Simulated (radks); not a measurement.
The numbers below are computed, except where a source is named.
Neutral lanthanum inside a hard spherical wall (all orbitals vanish at R), configuration held at [Xe] 5d1 6s2 and not refilled when levels cross. Level of theory: scalar-relativistic Kohn-Sham, r2SCAN, spin-polarised, spherical densities, finite nucleus; open shells are filled with parallel spins first (spin-orbit coupling, left out, can overturn this in heavy ions); meta-GGA in the generalised Kohn-Sham scheme; Fermi nuclear charge, rms radius 4.855 fm (a radial shooting solver on a logarithmic mesh with Libxc functionals). Eigenvalues in eV for spin up, with the zero of energy where the potential of the charges vanishes at infinity; a dash marks a level that is unbound or too diffuse for the functional's potential to be trusted. A positive occupied level is held by the wall or, in an anion where self-interaction has pushed it up, behind a barrier. The pressure on the wall is -dE/dV.

R (bohr)  E (hartree)  kinetic (hartree)    e(5s)    e(5p)   e(6s)   e(5d)  e(6p, empty)  e(7s, empty)  pressure (GPa)
free       -8493.9601           8984.409  -40.249  -23.409  -3.916  -3.333        -1.319             -               0
10         -8493.9560           8984.444  -40.018  -23.183  -3.741  -3.138        -0.961         3.704          0.0930
8          -8493.9331           8984.582  -39.331  -22.516  -3.132  -2.567         0.086         8.085           0.921
7          -8493.8923           8984.779  -38.548  -21.768  -2.280  -1.898         1.465        12.782            3.01
6          -8493.7888           8985.211  -37.227  -20.529  -0.431  -0.682         4.308        21.340            10.6
5          -8493.5055           8986.301  -34.941  -18.406   3.974   1.748        10.623        38.200            43.9
4          -8492.5822           8989.800  -30.282  -13.911  16.233   7.682        26.616        75.711             246
3          -8488.5600           9004.169  -17.656   -0.126  58.223  26.772        75.913        177.08            2170
2          -8462.4498           9084.254   40.330   67.810  247.28  114.74        280.23        553.70           38200
1.5        -8394.4265           9275.968   182.34   226.59  611.67  294.55        656.76        1200.3          269000
